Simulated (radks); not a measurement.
Question: Ba III, 54 electrons, occupied as [Kr] 4d10 5s1 5p6 6s1 (not the ground configuration). Calculated with a radial shooting solver on a logarithmic mesh with Libxc functionals: scalar-relativistic Kohn-Sham, LDA (Slater exchange, Perdew-Wang correlation), spin-unpolarised, spherical densities, point nucleus. Some entries of the table are withheld. Estimate them.

orbital,occ.,eigenvalue (hartree),<r> (bohr),r(max) (bohr)
1s,2,-1368.567,0.02560,(1)
2s,2,-216.9608,0.1098,0.09296
2p,6,-194.7267,0.09622,0.07464
3s,2,-46.34614,0.2924,0.2666
3p,6,-39.21742,0.2902,0.2608
3d,10,-28.83570,0.2667,0.2150
4s,2,-9.64973,(2),0.6248
4p,6,-7.34633,0.7154,0.6534
4d,10,-3.99945,0.7988,0.6948
5s,1,-1.88332,1.599,1.452
5p,6,-1.30504,(3),(4)
6s,1,-0.53617,3.730,3.451

Answer: 
(1) 1s r(max) (bohr): 0.01644
(2) 4s <r> (bohr): 0.6739
(3) 5p <r> (bohr): 1.838
(4) 5p r(max) (bohr): 1.635
